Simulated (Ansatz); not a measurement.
Job for Ansatz (a quantum-chemistry and plane-wave program): U-B3LYP/def2-TZVPP on H2Sn (SMILES [SnH2]), a point of a bond scan (R = 3.116 Å). Elements past Kr take the def2 small-core potentials; no spin–orbit coupling.

Ansatz 0.2 input:
```yaml
crystal:
  periodic: [false, false, false]
  atoms:
    - {symbol: Sn, position_ang: [0.00658915, -0.00056144, 0.04773306]}
    - {symbol: H, position_ang: [-0.31123397, -2.18859101, -2.14767073]}
    - {symbol: H, position_ang: [-0.15443354, 1.27893623, -1.17986985]}
basis:
  gaussian:
    orbitals: def2-TZVPP
hamiltonian:
  xc: {name: B3LYP}
magnetization: {spin_polarized: true, initial_magnetization: 0}
```

Problem. What total energy does the run end on?

Solution. -215.4551 hartree. Its determinant has ⟨S²⟩ = 0.43, a mixture of spin states.
